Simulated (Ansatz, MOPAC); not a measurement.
Lewis adduct: BH3 (SMILES B) (first 4 atoms) with C2H6S (SMILES CSC); geometry from B3LYP-D3(BJ)/def2-TZVP, rigid monomers moved along the line of their centres of mass till B1···S6 is 2.72 Å.
(charge 0, multiplicity 1):
```xyz
13

B     -0.329     0.603     0.760
H      0.002    -0.221    -0.056
H     -1.495     0.904     0.706
H      0.433     1.529     0.890
C      1.730    -0.908     3.366
S     -0.043    -0.643     3.161
C     -0.319     0.631     4.409
H      1.933    -1.323     4.352
H      2.031    -1.617     2.598
H      2.256     0.033     3.219
H     -0.131     0.228     5.402
H     -1.361     0.932     4.324
H      0.324     1.485     4.202
```

Interaction energies are E(AB) − E(A) − E(B) at the monomers' geometry in the complex; basis-set methods are counterpoise corrected.

The state that AM1, PM3, PM7 reach isn't checked; PM7 holds dispersion and hydrogen-bond terms.

Codes used: Ansatz (an electronic-structure program) with Gaussian orbitals; MOPAC for AM1, PM3, PM7 (differences of heats of formation). Values without a source in brackets are computed.

**Question.** One of these levels gives -19.58 kcal/mol for the interaction energy. Which one is it?
A. AM1
B. PM3
C. PBE/def2-TZVPPD
D. PM7

**Answer.** C, PBE/def2-TZVPPD. The others give -9.28 (AM1), -21.93 (PM3), -10.84 (PM7)
